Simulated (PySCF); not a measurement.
# Solvent effects on NMR parameters

Structure with atom numbers: `[CH3:1][C:2]#[C:3][Si:4]([OH:5])([OH:6])[O:7][CH2:8][CH3:9]` (H(Xn): hydrogen on atom n).

GIAO PBE0/pcSseg-1 in PySCF 2.14.0 with density-fitted response routines on one PBE0-D3(BJ)/def2-SVP conformer, non-relativistic, equivalent nuclei averaged. Solvents enter as an IEF-PCM continuum (cyclohexane with ε = 2.0, dichloromethane with ε = 8.9) around the gas-phase geometry. Shifts are referred to TMS computed in the same medium.

Gas phase, δ in ppm: C2 107.8, C3 81.4, C8 59.8, C9 19.8, C1 5.3, Si4 -68.1, H(C8) 3.80, H(C1) 1.88, H(O5)/H(O6) 1.67, H(C9) 1.21. Dipole moment 3.65 D.

Q: How does each δ change in the continuum?

A: 
```
      atoms                              environment  Δδ, cyclohexane  Δδ, dichloromethane
         C2                            alkyne carbon             +2.5                 +5.4
         C3                            alkyne carbon             -0.9                 -1.9
         C8                      sp3 CH2 bonded to O             +0.5                 +1.1
         C9                            methyl carbon             +0.1                 +0.4
         C1                propargylic methyl carbon              0.0                 +0.2
        Si4                 silicon bonded to C, 3 O             +0.2                 +0.4
      H(C8)       hydrogen on an sp3 CH2 bonded to O            +0.02                +0.04
      H(C1)  hydrogen on a propargylic methyl carbon            +0.08                +0.18
H(O5)/H(O6)       hydrogen on an oxygen bonded to Si            +0.38                +0.83
      H(C9)              hydrogen on a methyl carbon            +0.02                +0.04
```

Changes are relative to the gas phase. The dipole moment becomes 4.04 D in cyclohexane, 4.52 D in dichloromethane.

Q: Which of the listed nuclei move most (in ppm), and what does the model miss? (N and O are left out, as their reference compounds move with the solvent too.)

A: C2 (alkyne carbon, +5.4 ppm) in dichloromethane. A continuum only polarises the solute; specific hydrogen bonds, the anisotropy of aromatic solvents and changes of geometry or conformer are outside it.
